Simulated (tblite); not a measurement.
Parent: `[CH3:1][CH2:2][Si@H:3]1[CH:4]=[CH:5][C:6]1=[O:7]` with C1–C2–Si3–C4 -162°, C5H8OSi.

The geometries are computed with GFN2-xTB (gas phase). One conformer each, not checked by frequencies here.

| coordinate of the parent | value |
| --- | --- |
| C1–C2 | 1.527 Å |
| C2–Si3 | 1.901 Å |
| Si3–C4 | 1.906 Å |
| C4=C5 | 1.344 Å |
| C5–C6 | 1.478 Å |
| C6=O7 | 1.205 Å |
| Si3–C6 | 1.955 Å |
| C1–C2–Si3 | 112.3° |
| C2–Si3–C4 | 117.3° |
| C2–Si3–C6 | 119.1° |
| C4–Si3–C6 | 69.9° |
| Si3–C4–C5 | 96.7° |
| C4–C5–C6 | 103.1° |
| C5–C6–O7 | 130.5° |
| Si3–C6–C5 | 90.3° |
| Si3–C6–O7 | 139.1° |

Task: In one relative the bonds that all share with the parent change as follows (parent's numbers): C1–C2 -0.001, C2–Si3 0.000, Si3–C4 +0.005, C4–C5 +0.011, C5–C6 -0.016, C6–O7 +0.004, Si3–C6 -0.008 Å. Which is it?
A. `[CH3:1][CH2:2][Si@H:3]1[C:4](=[O:5])[CH:6]=[C:7]1[CH2:8][SiH3:9]` with C1–C2–Si3–C4 -159°, C6–C7–C8–Si9 -100°
B. `[CH3:1][CH2:2][Si@@H:3]1[C:4](=[O:5])[CH:6]=[C:7]1[NH:8][CH:9]=[O:10]` with C1–C2–Si3–C4 39°, C6–C7–N8–C9 179°, C7–N8–C9–O10 0°

Result: A. The changes in all of them (Å):

```json
{"SMILES": "CC[Si@H]1C(=O)C=C1C[SiH3]", "C1–C2": "-0.001", "C2–Si3": "0.000", "Si3–C4": "+0.005", "C4–C5": "+0.011", "C5–C6": "-0.016", "C6–O7": "+0.004", "Si3–C6": "-0.008"}
{"SMILES": "CC[Si@@H]1C(=O)C=C1NC=O", "C1–C2": "+0.001", "C2–Si3": "-0.002", "Si3–C4": "+0.001", "C4–C5": "+0.004", "C5–C6": "-0.005", "C6–O7": "+0.002", "Si3–C6": "+0.015"}
```

Atoms are paired thus: CC[Si@H]1C(=O)C=C1C[SiH3]: C1 = C1, C2 = C2, Si3 = Si3, C4 = C7, C5 = C6, C6 = C4, O7 = O5; CC[Si@@H]1C(=O)C=C1NC=O: C1 = C1, C2 = C2, Si3 = Si3, C4 = C7, C5 = C6, C6 = C4, O7 = O5.
